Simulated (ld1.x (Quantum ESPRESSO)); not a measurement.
Reading a pseudo-wave (B (Z = 5))

Columns: radius, all-electron u(r) and pseudo u(r) of the 2s shell (level -14.13 eV) of boron in the configuration [He] 2s2 2p0.5; PBE, scalar-relativistic, PAW scheme, ld1.x (Quantum ESPRESSO) 7.5.

```json
{"r (bohr)": "0.103", "all-electron": "0.2850", "pseudo": "-0.0277"}
{"r (bohr)": "0.205", "all-electron": "0.3110", "pseudo": "-0.0608"}
{"r (bohr)": "0.308", "all-electron": "0.2170", "pseudo": "-0.1044"}
{"r (bohr)": "0.410", "all-electron": "0.0751", "pseudo": "-0.1604"}
{"r (bohr)": "0.513", "all-electron": "-0.0800", "pseudo": "-0.2300"}
{"r (bohr)": "0.615", "all-electron": "-0.2266", "pseudo": "-0.3097"}
{"r (bohr)": "0.718", "all-electron": "-0.3581", "pseudo": "-0.3965"}
{"r (bohr)": "0.820", "all-electron": "-0.4688", "pseudo": "-0.4828"}
{"r (bohr)": "0.923", "all-electron": "-0.5609", "pseudo": "-0.5641"}
{"r (bohr)": "1.025", "all-electron": "-0.6328", "pseudo": "-0.6330"}
{"r (bohr)": "1.128", "all-electron": "-0.6871", "pseudo": "-0.6871"}
{"r (bohr)": "1.230", "all-electron": "-0.7243", "pseudo": "-0.7243"}
{"r (bohr)": "1.332", "all-electron": "-0.7470", "pseudo": "-0.7470"}
{"r (bohr)": "1.435", "all-electron": "-0.7575", "pseudo": "-0.7575"}
{"r (bohr)": "1.538", "all-electron": "-0.7574", "pseudo": "-0.7574"}
{"r (bohr)": "1.640", "all-electron": "-0.7486", "pseudo": "-0.7486"}
{"r (bohr)": "1.743", "all-electron": "-0.7329", "pseudo": "-0.7329"}
{"r (bohr)": "1.845", "all-electron": "-0.7120", "pseudo": "-0.7120"}
{"r (bohr)": "1.948", "all-electron": "-0.6867", "pseudo": "-0.6867"}
{"r (bohr)": "2.050", "all-electron": "-0.6586", "pseudo": "-0.6586"}
{"r (bohr)": "2.153", "all-electron": "-0.6282", "pseudo": "-0.6282"}
{"r (bohr)": "2.255", "all-electron": "-0.5969", "pseudo": "-0.5969"}
{"r (bohr)": "2.358", "all-electron": "-0.5646", "pseudo": "-0.5646"}
{"r (bohr)": "2.460", "all-electron": "-0.5326", "pseudo": "-0.5326"}
{"r (bohr)": "2.562", "all-electron": "-0.5008", "pseudo": "-0.5008"}
{"r (bohr)": "2.665", "all-electron": "-0.4695", "pseudo": "-0.4695"}
```

(1) How many radial nodes do the two functions have?

(2) At about which radius was the pseudo-wave matched?

(3) Is the pseudo-wave norm-conserving?

## Answers

(1) The all-electron 2s function has n − l − 1 = 1; the pseudo-wave has 0, since the states of the same l below it are removed with the core.

(2) 1.10 bohr, where the columns begin to agree (steps of 0.10 bohr).

(3) No, it belongs to a PAW set: the norm inside the radius is not constrained, and the difference is carried by the augmentation charge.
